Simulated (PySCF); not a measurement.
## A small calculation by hand: chemical shift, span and skew from a shielding tensor

C₄H₅ClSi, SMILES C#C[Si@H](Cl)C=C. Atoms are numbered in the order given.

```xyz
11

C      1.7707     2.0531    -0.7265
C      1.0599     1.2278    -0.1833
Si    -0.0268    -0.0005     0.6315
Cl     0.6714    -1.9180     0.2035
C     -1.7661     0.1761    -0.0013
C     -2.1309     1.0823    -0.9181
H      2.4039     2.7787    -1.2045
H      0.0551     0.1586     2.1048
H     -2.5260    -0.5061     0.4022
H     -3.1645     1.1649    -1.2722
H     -1.4084     1.7804    -1.3548
```

Geometry: B3LYP-D3(BJ)/def2-SVP. The structure was generated by enumeration; whether it is a known compound was not checked. Other conformers were not sampled.

GIAO shieldings from PBE/pcSseg-1 in PySCF, non-relativistic, no solvent. The symmetric part of the tensor of C5 has the principal values -72.0, 30.9, 163.8 ppm. The same nucleus in TMS has σ = 182.0 ppm at this level (PySCF, at its B3LYP-D3(BJ)/def2-TZVP geometry). Without spin–orbit terms, shifts of atoms bonded to Cl or Br come out too high.

Work out the isotropic shielding, the ¹³C shift against TMS, the span and the skew.


σ(iso) = (σ11 + σ22 + σ33)/3 = 40.9 ppm. δ = σ(ref) − σ(iso) = 182.0 − (40.9) = 141.1 ppm.
Span Ω = σ33 − σ11 = 235.8 ppm. Skew κ = 3(σ(iso) − σ22)/Ω = 0.13. Tumbling in solution averages the tensor to δ; in a static solid the shielding alone would spread this spin-1/2 line over Ω.
